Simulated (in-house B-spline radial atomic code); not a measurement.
A fraction x of an electron is removed from 4f in Tb⁵⁺, starting from [Kr] 4d10 4f7 5s2 5p5 and keeping the highest spin. Computed with a radial B-spline atomic code at the basis-set limit: scalar-relativistic (X2C) TPSSh, spin-polarised, spherical fractional occupations, Fermi nucleus of rms radius 5.06 fm.

Caution: exact exchange at fractional occupations of open shells leaves self-interaction of up to several eV.

```tsv
x	E(x) - E(0) (eV)	4f up level (eV)
0	0.0000	-74.747
0.03	2.2524	-75.411
0.23	?	?
0.34	26.7046	-82.375
0.39	30.8519	-83.515
0.5	40.1770	-86.038
0.55	44.5077	-87.192
0.71	58.7556	-90.914
0.76	?	?
0.9	76.4538	-95.393
1	86.1120	-97.775
```

(1) What belongs in the row x = 0.23?

(2) What belongs in the row x = 0.76?

(3) Check Janak's theorem between x = 0.34 and 0.39.

Results:

(1) An energy change of 17.7806 eV; 4f up at -79.884 eV.

(2) An energy change of 63.3306 eV; 4f up at -92.087 eV.

(3) The slope of the energy is 82.95 eV; the orbital levels give 82.94 eV (-ε of the emptying orbital, averaged over the two points).
